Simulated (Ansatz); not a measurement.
## Active spaces for FeH2, quintet

Program: Ansatz, Gaussian basis, development build. Basis def2-SVP, nonrelativistic, 5 orbitals frozen in the corrections. State-specific CASSCF; RHF is the lowest restricted (open-shell) Hartree–Fock solution met. Small basis; these aren't basis-limit values. No symmetry is imposed, so a solution can break that of the shape. Lower solutions, or ones in other orbitals, may exist.

Geometry:

```xyz
3

H     0.0000    0.0000    1.7820
Fe    0.0000    0.0000    0.0000
H     0.0000    0.0000   -1.7820
```

Task: What do CASSCF and its corrections give against RHF in CAS(10,8), and what are the occupations?

Result: CASSCF -0.638 eV, SC-NEVPT2 -7.348 eV; occupations 2.00, 2.00, 1.97, 1.00, 1.00, 1.00, 1.00, 0.03.
